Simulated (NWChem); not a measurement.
System: Si2H4OCl2; SMILES Cl[SiH2]O[SiH2]Cl

Excerpt of the output:

```
             Northwest Computational Chemistry Package (NWChem) 7.3.0
             --------------------------------------------------------

                             Geometry "geometry" -> ""
                             -------------------------

 Output coordinates in angstroms (scale by  1.889725989 to convert to a.u.)

  No.       Tag          Charge          X              Y              Z
 ---- ---------------- ---------- -------------- -------------- --------------
    1 Si                  14.0000    -0.88365200    -1.28653200    -0.42573500
    2 Cl                  17.0000     0.14728600    -2.18290400     1.14098400
    3 O                    8.0000     0.00401000    -0.00158700    -1.01755000
    4 Si                  14.0000     0.88519000     1.28656700    -0.42309700
    5 Cl                  17.0000    -0.15358800     2.17884500     1.14084300
    6 H                    1.0000    -2.20341300    -0.81405200     0.09630600
    7 H                    1.0000    -1.02683900    -2.27508300    -1.53634200
    8 H                    1.0000     1.02817100     2.27598900    -1.53297900
    9 H                    1.0000     2.20514600     0.81874400     0.10262200

 Effective nuclear repulsion energy (a.u.)     427.4360412974

                                 NWChem DFT Module
                                 -----------------

 Summary of "ao basis" -> "ao basis" (spherical)
 ------------------------------------------------------------------------------
       Tag                 Description            Shells   Functions and Types
 ---------------- ------------------------------  ------  ---------------------
 Si                          6-31g*                  8       18   4s3p1d
 Cl                          6-31g*                  8       18   4s3p1d
 O                           6-31g*                  6       14   3s2p1d
 H                           6-31g*                  2        2   2s

 in cosmo_initialize ...
 calling solv_data for solv:h2o

 solvent parameters
 solvname_short: h2o
 solvname_long:  water
 dielec:       78.4000
 dielecinf:     1.7769
 aqueous SMD model solvent descriptors
 dielec:       78.4000
 sola:          0.8200

          ---------------
          -cosmo- solvent
          ---------------
 Cosmo: York-Karplus, doi: 10.1021/jp992097l
 dielectric constant -eps-     =  78.40
 screen = (eps-1)/(eps    )    =   0.98724
 surface charge correction     = lagrangian

   van der Waals surface
 --------------------------

 ---------- ATOMIC COORDINATES (A.U.) ------------ VDWR(ANG.) --
     1   -1.66986015   -2.43119296   -0.80452249     2.470
     2    0.27833018   -4.12509042    2.15614712     2.380
     3    0.00757780   -0.00299900   -1.92289068     1.520
     4    1.67276655    2.43125910   -0.79953740     2.470
     5   -0.29023924    4.11742002    2.15588067     2.380
     6   -4.16384681   -1.53833522    0.18199195     1.200
     7   -1.94044434   -4.29928347   -2.90326540     1.200
     8    1.94296146    4.30099556   -2.89691026     1.200
     9    4.16712170    1.54720181    0.19392746     1.200
 number of segments per atom =        128
 number of   points per atom =        128
 atom (   nspa,  nppa )
 ----------------------
    1 (     72,     0 )       0
    2 (     88,     0 )       0
    3 (     12,     0 )       0
    4 (     71,     0 )       0
    5 (     88,     0 )       0
    6 (     34,     0 )       0
    7 (     34,     0 )       0
    8 (     34,     0 )       0
    9 (     35,     0 )       0
 number of -cosmo- surface points =      468
 molecular surface =    177.667 angstrom**2
 molecular volume  =    176.676 angstrom**3
 -lineq- algorithm             =   0
 -bem- low  level              =   3
 -bem- from -octahedral-
 gaussian surface charge width =   4.50000
 degree of switching           =   1.00000
 switching function tolerance  =   0.00010
 atomic radii =
 --------------
    1 14.000  2.470
    2 17.000  2.380
    3  8.000  1.520
    4 14.000  2.470
    5 17.000  2.380
    6  1.000  1.200
    7  1.000  1.200
    8  1.000  1.200
    9  1.000  1.200
 ...... end of -cosmo- initialization ......

 nat:                     9
 ixmem:                  4523
 calling mnsol_interface()
 G(SMD-CDS) energy (kcal/mol)  =     2.898
 SMD-CDS SASA (angstrom**2)    =   179.141

            General Information
            -------------------
          SCF calculation type: DFT
          Wavefunction type:  closed shell.
          No. of atoms     :     9
          No. of electrons :    74
           Alpha electrons :    37
            Beta electrons :    37
          Charge           :     0
          Spin multiplicity:     1
          Use of symmetry is: off; symmetry adaption is: off
          Maximum number of iterations: 150
          AO basis - number of functions:    94
                     number of shells:    46
          Convergence on energy requested:  1.00D-06
          Convergence on density requested:  1.00D-05
          Convergence on gradient requested:  5.00D-04

              XC Information
              --------------
                       M06-2X Method XC Functional
                     Hartree-Fock (Exact) Exchange  0.540
                        M06-2X Exchange Functional  1.000
                      M06-2X Correlation Potential  1.000

             Grid Information
             ----------------
          Grid used for XC integration:  medium
          Radial quadrature: Mura-Knowles
          Angular quadrature: Lebedev.
          Tag              B.-S. Rad. Rad. Pts. Rad. Cut. Ang. Pts.
          ---              ---------- --------- --------- ---------
          Si                  1.10       88          11.0       590
          Cl                  1.00       88          12.0       590
          O                   0.60       49           9.0       434
          H                   0.35       45          12.0       434
          Grid pruning is: on
          Number of quadrature shells:   581
          Spatial weights used:  Erf1

      Superposition of Atomic Density Guess
      -------------------------------------

 Sum of atomic energies:       -1573.28306287

      Non-variational initial energy
      ------------------------------

 Total energy =   -1574.576292
 1-e energy   =   -3028.810092
 2-e energy   =    1026.797759
 HOMO         =      -0.375176
 LUMO         =       0.041056

   convergence    iter        energy       DeltaE   RMS-Dens  Diis-err
 ---------------- ----- ----------------- --------- --------- ---------
     COSMO gas phase
 d= 0,ls=0.0,diis     1  -1576.9079434502 -2.00D+03  1.17D-02  6.87D-01
 d= 0,ls=0.0,diis     2  -1576.9219245740 -1.40D-02  5.09D-03  7.54D-01
 d= 0,ls=0.0,diis     3  -1576.9953586763 -7.34D-02  1.28D-03  1.96D-02
 d= 0,ls=0.0,diis     4  -1576.9971996572 -1.84D-03  4.51D-04  2.17D-03
 d= 0,ls=0.0,diis     5  -1576.9975140555 -3.14D-04  7.33D-05  2.30D-05
  Resetting Diis
 d= 0,ls=0.0,diis     6  -1576.9975179901 -3.93D-06  2.12D-05  2.74D-06
 d= 0,ls=0.0,diis     7  -1576.9975184439 -4.54D-07  3.32D-06  4.92D-08

   convergence    iter        energy       DeltaE   RMS-Dens  Diis-err
 ---------------- ----- ----------------- --------- --------- ---------
     COSMO solvation phase
 d= 0,ls=0.0,diis     1  -1576.9967732306  7.45D-04  1.02D-03  1.20D-03
 d= 0,ls=0.0,diis     2  -1576.9972335376 -4.60D-04  2.17D-04  2.59D-04
 d= 0,ls=0.0,diis     3  -1576.9972709052 -3.74D-05  8.98D-05  5.12D-05
 d= 0,ls=0.0,diis     4  -1576.9972784378 -7.53D-06  2.20D-05  8.18D-06
 d= 0,ls=0.0,diis     5  -1576.9972792008 -7.63D-07  7.77D-06  7.33D-07

         Total DFT energy =    -1576.997279200838
      One electron energy =    -3031.549404928256
           Coulomb energy =     1135.608967978451
    Exchange-Corr. energy =     -108.488365524028
 Nuclear repulsion energy =      427.436041297411

             COSMO energy =       -0.004518024416

 Numeric. integr. density =       74.000003609219

                                COSMO-SMD solvation results
                                ---------------------------

             internal energy in gas <Psi(g)|H|Psi(g)> =     -1576.997518443934
         internal energy in solvent <Psi(s)|H|Psi(s)> =     -1576.996921464735
                               delta internal energy  =         0.000596979198 (    0.37 kcal/mol)
   total free energy in solvent <Psi(s)|H+V/2|Psi(s)> =     -1577.001898023707
 polarization energy contribution <Psi(s)|V/2|Psi(s)> =        -0.004976558972 (   -3.12 kcal/mol)
    total free energy in solvent including G(SMD-CDS) =     -1576.997279200838
                       G(SMD-CDS) energy contribution =         0.004618822869 (    2.90 kcal/mol)
     1 M fixed-concentration free energy of solvation =         0.000239243095 (    0.15 kcal/mol)

                       DFT Final Molecular Orbital Analysis
                       ------------------------------------

 Vector   35  Occ=2.000000D+00  E=-3.958121D-01
              MO Center= -2.5D-03, -2.5D-03,  9.5D-01, r^2= 6.0D+00
   Bfn.  Coefficient  Atom+Function         Bfn.  Coefficient  Atom+Function
  ----- ------------  ---------------      ----- ------------  ---------------
    25      0.400984  2 Cl px                75      0.400202  5 Cl px
    26      0.275846  2 Cl py                76      0.276264  5 Cl py
    29      0.221144  2 Cl px                79      0.220670  5 Cl px
    30      0.159233  2 Cl py                80      0.159428  5 Cl py
    21     -0.155126  2 Cl px                71     -0.154822  5 Cl px

 Vector   36  Occ=2.000000D+00  E=-3.783063D-01
              MO Center= -4.6D-03, -1.4D-02,  2.1D-01, r^2= 6.8D+00
   Bfn.  Coefficient  Atom+Function         Bfn.  Coefficient  Atom+Function
  ----- ------------  ---------------      ----- ------------  ---------------
    27      0.282916  2 Cl pz                77      0.281417  5 Cl pz
    25     -0.202489  2 Cl px                75      0.200012  5 Cl px
    90      0.180698  7 H  s                 92      0.179620  8 H  s
    88     -0.175875  6 H  s                 94     -0.174669  9 H  s
    41      0.168646  3 O  pz                31      0.160774  2 Cl pz

 Vector   37  Occ=2.000000D+00  E=-3.746757D-01
              MO Center=  3.4D-03,  9.4D-03,  1.7D-01, r^2= 6.6D+00
   Bfn.  Coefficient  Atom+Function         Bfn.  Coefficient  Atom+Function
  ----- ------------  ---------------      ----- ------------  ---------------
    26      0.271850  2 Cl py                76      0.271500  5 Cl py
    94      0.188700  9 H  s                 88     -0.187584  6 H  s
    77     -0.180944  5 Cl pz                27      0.178544  2 Cl pz
    92     -0.164715  8 H  s                 90      0.163347  7 H  s
    75     -0.161052  5 Cl px                25     -0.158987  2 Cl px

 Vector   38  Occ=0.000000D+00  E= 3.956661D-02
              MO Center=  2.5D-03,  1.7D-03, -5.6D-01, r^2= 6.7D+00
   Bfn.  Coefficient  Atom+Function         Bfn.  Coefficient  Atom+Function
  ----- ------------  ---------------      ----- ------------  ---------------
    42      0.768821  3 O  s                 12     -0.558782  1 Si py
    62      0.560481  4 Si py                13      0.384487  1 Si pz
    63      0.386183  4 Si pz                28     -0.277339  2 Cl s
    78     -0.278238  5 Cl s                  8     -0.243841  1 Si py
    58      0.244474  4 Si py                11     -0.220882  1 Si px

 Vector   39  Occ=0.000000D+00  E= 5.085678D-02
              MO Center=  2.3D-02,  4.1D-02, -2.2D-01, r^2= 6.6D+00
   Bfn.  Coefficient  Atom+Function         Bfn.  Coefficient  Atom+Function
  ----- ------------  ---------------      ----- ------------  ---------------
    61     -0.689731  4 Si px                11      0.675052  1 Si px
    78     -0.548521  5 Cl s                 28     -0.526686  2 Cl s
    63      0.462291  4 Si pz                13      0.438709  1 Si pz
    60      0.433728  4 Si s                 10      0.413330  1 Si s
    81      0.344548  5 Cl pz                31      0.333374  2 Cl pz

 Vector   40  Occ=0.000000D+00  E= 5.220664D-02
              MO Center= -2.4D-02, -4.3D-02, -2.8D-01, r^2= 7.4D+00
   Bfn.  Coefficient  Atom+Function         Bfn.  Coefficient  Atom+Function
  ----- ------------  ---------------      ----- ------------  ---------------
    13      0.743952  1 Si pz                63     -0.726653  4 Si pz
    28     -0.644405  2 Cl s                 78      0.625476  5 Cl s
    10      0.551304  1 Si s                 60     -0.536298  4 Si s
    11      0.361923  1 Si px                31      0.343658  2 Cl pz
    61      0.343100  4 Si px                81     -0.331191  5 Cl pz

     Multipole analysis of the density
     ---------------------------------

     L   x y z        total         alpha         beta         nuclear
     -   - - -        -----         -----         ----         -------
     0   0 0 0      0.000000    -37.000000    -37.000000     74.000000

     1   1 0 0      0.001225      0.048287      0.048287     -0.095350
     1   0 1 0      0.003062      0.072973      0.072973     -0.142884
     1   0 0 1     -0.932028    -15.486140    -15.486140     30.040252

     2   2 0 0    -40.624542    -81.914546    -81.914546    123.204549
     2   1 1 0      3.534938    -49.978208    -49.978208    103.491355
     2   1 0 1      0.013648      0.213021      0.213021     -0.412394
     2   0 2 0    -45.773296   -415.250987   -415.250987    784.728678
     2   0 1 1      0.005442      0.023867      0.023867     -0.042292
     2   0 0 2    -45.673440   -134.100984   -134.100984    222.528529
```

Level: M06-2X/6-31G* (spherical d), SMD on the gas-phase geometry. Structure relaxed at the PBE-D3(BJ)/def2-SVP level. Solvent: water.

Task: Write an input that gives this output.

Result: This is not unique; one that fits is the input that was run:
```
start job
memory heap 200 mb stack 900 mb global 1100 mb
geometry units angstroms noautosym nocenter noautoz
  Si    -0.883652    -1.286532    -0.425735
  Cl     0.147286    -2.182904     1.140984
  O      0.004010    -0.001587    -1.017550
  Si     0.885190     1.286567    -0.423097
  Cl    -0.153588     2.178845     1.140843
  H     -2.203413    -0.814052     0.096306
  H     -1.026839    -2.275083    -1.536342
  H      1.028171     2.275989    -1.532979
  H      2.205146     0.818744     0.102622
end
basis spherical
  * library 6-31g*
end
dft
  xc m06-2x
  iterations 150
end
cosmo
  do_cosmo_smd true
  solvent water
end
task dft energy
```
